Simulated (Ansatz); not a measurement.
Program: Ansatz. Geometries: PBE0-D4/def2-TZVP. ΔE: electronic, gas phase. CBS: MP2 limit from def2 TZ/QZ plus the TZ coupled-cluster correction, frozen cores. DFT in def2-TZVPP. One conformer a species, not always the lowest.

Reaction (isomerisation): `N[SiH](F)[SiH2]F` → `N[Si](F)(F)[SiH3]`

```tsv
level	ΔE (kJ/mol)
ωB97X-V	-36.3
ωB97M-V	-37.9
PBE	-36.2
r2SCAN	-40.6
PBE0	-38.1
HF/def2-QZVPP	-36.0
SCS-MP2/def2-QZVPP	-34.1
MP2/CBS(def2)	-35.4
```

(1) What does CCSD(T)/CBS give? (Estimate.)

Largest T1 diagnostic among the species: 0.012.

Results:

(1) The calculation gave: -37.5 kJ/mol. The listed levels differ from it by 1.2, -0.4, 1.3, -3.1, -0.6, 1.5, 3.4, 2.1 kJ/mol.
